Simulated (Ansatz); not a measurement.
The inner images of a band of AlClH6OSi (10 atoms, charge 0, multiplicity 1) are given out of order.

Level of theory: RKS PBE0-D4/def2-SVP (Ansatz).

First end point:

```xyz
10
Properties=species:S:1:pos:R:3
Si 0.246 0.077 0.380
H 0.854 0.833 1.513
H 1.138 0.106 -0.799
H -1.131 0.553 0.124
Cl -0.985 -2.024 -1.651
O 0.207 -1.538 1.032
Al -0.344 -3.168 0.077
H 1.017 -3.966 -0.114
H -1.514 -3.729 0.997
H 0.482 -1.623 1.955
```

Last end point:

```xyz
10
Properties=species:S:1:pos:R:3
Si -0.092 -0.622 -0.194
H 1.050 0.912 2.319
H 1.105 0.057 -0.746
H -1.147 0.338 0.211
Cl -0.932 -1.776 -1.808
O 0.197 -1.842 0.838
Al -0.313 -3.423 0.214
H 0.819 -4.339 -0.405
H -1.727 -3.940 0.699
H 1.009 0.154 2.386
```

Q: Put them in order from the first end to the last, with their energies above the first end.
A.
```xyz
10
Properties=species:S:1:pos:R:3
Si 0.143 -0.035 0.257
H 0.745 0.564 1.515
H 1.134 0.205 -0.808
H -1.211 0.538 0.149
Cl -0.825 -1.851 -1.496
O 0.256 -1.581 1.066
Al -0.303 -3.218 0.185
H 0.977 -4.095 -0.141
H -1.594 -3.791 0.907
H 0.646 -1.217 1.880
```
B.
```xyz
10
Properties=species:S:1:pos:R:3
Si -0.043 -0.428 0.043
H 0.801 0.400 1.713
H 1.067 0.233 -0.694
H -1.188 0.483 0.314
Cl -0.889 -1.738 -1.541
O 0.231 -1.738 0.996
Al -0.228 -3.293 0.263
H 1.008 -4.116 -0.278
H -1.559 -3.896 0.865
H 0.768 -0.388 1.833
```
C.
```xyz
10
Properties=species:S:1:pos:R:3
Si -0.069 -0.581 -0.131
H 0.936 0.766 2.095
H 1.167 0.072 -0.626
H -1.132 0.402 0.193
Cl -0.820 -1.746 -1.783
O 0.129 -1.804 0.920
Al -0.298 -3.391 0.254
H 0.908 -4.262 -0.283
H -1.721 -3.952 0.654
H 0.868 0.017 2.220
```
D.
```xyz
10
Properties=species:S:1:pos:R:3
Si 0.040 -0.267 0.133
H 0.760 0.335 1.593
H 1.113 0.233 -0.752
H -1.197 0.529 0.263
Cl -0.848 -1.759 -1.461
O 0.275 -1.669 1.073
Al -0.257 -3.243 0.262
H 0.974 -4.112 -0.225
H -1.583 -3.830 0.896
H 0.691 -0.699 1.732
```
E.
```xyz
10
Properties=species:S:1:pos:R:3
Si -0.067 -0.518 -0.046
H 0.806 0.571 1.927
H 1.127 0.176 -0.592
H -1.165 0.431 0.266
Cl -0.811 -1.716 -1.699
O 0.168 -1.777 0.958
Al -0.233 -3.348 0.244
H 1.008 -4.170 -0.290
H -1.624 -3.947 0.696
H 0.761 -0.183 2.050
```

A: A (+9.1 kcal/mol), D (+36.3 kcal/mol), B (+21.8 kcal/mol), E (+13.1 kcal/mol), C (+10.4 kcal/mol).

Run time: 4 min on 2 threads of Arm Neoverse V2, on a shared host, peak memory 0.23 GiB.
